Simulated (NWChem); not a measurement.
**Ionisation of BF (+1)**

```xyz
2

B      0.0000     0.0000     0.7809
F      0.0000     0.0000    -0.4338
```
Charge +1, spin multiplicity 2.

All runs are NWChem calculations. Structure: optimised with UPBE0/def2-SVP, a minimum by its harmonic frequencies.

Basis set: def2-TZVP. The species with one electron less has spin multiplicity 1 and keeps the geometry of the parent. Δ marks differences of total energies (open shells unrestricted). −ε marks an orbital energy of the parent. That orbital need not have the symmetry of the hole or added electron in the Δ rows. That singlet is a closed-shell solution.

B3LYP has NWChem's definition, with VWN1-RPA local correlation. This spin state was chosen for the runs; another may lie lower. The structure started from a generated list of species. The unpaired electrons of the parent sit in orbitals of symmetry a1 (C2v labels of the run); other states weren't searched. The stability of the SCF solutions was not checked. Open-shell Hartree-Fock references start from PBE0 orbitals.

For the first vertical ionisation energy, −ε(alpha HOMO) of B3LYP gives 19.29 eV and −ε(alpha HOMO) of BLYP gives 17.82 eV. What do −ε(alpha HOMO) of PBE, −ε(alpha HOMO) of HF, ΔB3LYP give?

−ε(alpha HOMO) of PBE: 18.00 eV; −ε(alpha HOMO) of HF: 24.08 eV; ΔB3LYP: 23.54 eV.
